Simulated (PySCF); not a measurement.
C4H5O3, SMILES CC1OC(=O)O[CH]1, doublet, B3LYP/def2-SVP optimised geometry. Atoms within 1.6 Å of the plane z = 0.0 Å (x, y, z in Å): C1 (0.87, -1.83, 1.26), C2 (0.21, -1.29, 0.00), C3 (-1.30, -1.29, 0.00), O4 (-1.72, 0.00, 0.00), C5 (-0.64, 0.84, -0.14), O6 (-0.71, 2.03, -0.23), O7 (0.49, 0.11, -0.17), H8 (0.65, -2.91, 1.37), H9 (1.96, -1.70, 1.21), H11 (0.62, -1.82, -0.88), H12 (-1.96, -2.03, 0.46).

Level of theory: unrestricted B3LYP/def2-TZVP (PySCF). Cells within 0.4 Å of a nucleus heavier than hydrogen are left out (blank, or x).

Map of the Laplacian of the electron density (e/bohr⁵) on the plane z = 0.0 Å:

```
|4444444444444444444444444444444|
|4444444444444444444444444444444|
|4444444444444444444444444444444|
|4444444444444444444444444444444|
|4444444444444444444444444444444|
|4444444444444444444444444444444|
|4444444444456654444444444444444|
|4444444444562165444444444444444|
|444444444454xx26444444444444444|
|444444444456xx46444444444444444|
|4444444444563155444444444444444|
|4444444444552x35544444444444444|
|444444444554xxx5665444444444444|
|444444456663xx23556544444444444|
|444444462xx23442xx1644444444444|
|44444446xxx46565xx1644444444444|
|444444464xx66556016544444444444|
|4444444564245554345444444444444|
|4444444454394445845444444444444|
|4444444454xx410xx95444444444444|
|4444444442xx221xx34444444444444|
|4444444442244445444444444444444|
|4444444444444444444444444444444|
|4444444444444444444444444444444|
|4444444444444444444444444444444|
|4444444444444444444444444444444|
|4444444444444444444444444444444|
|4444444444444444444444444444444|
|4444444444444444444444444444444|
|4444444444444444444444444444444|
|4444444444444444444444444444444|
```
Scale: ten equal steps from -1.01 (start of '0') to 1.42 (end of '9'), in the order '0123456789'; x runs from -4.50 to 4.50, y from -4.50 (bottom) to 4.50 (top).
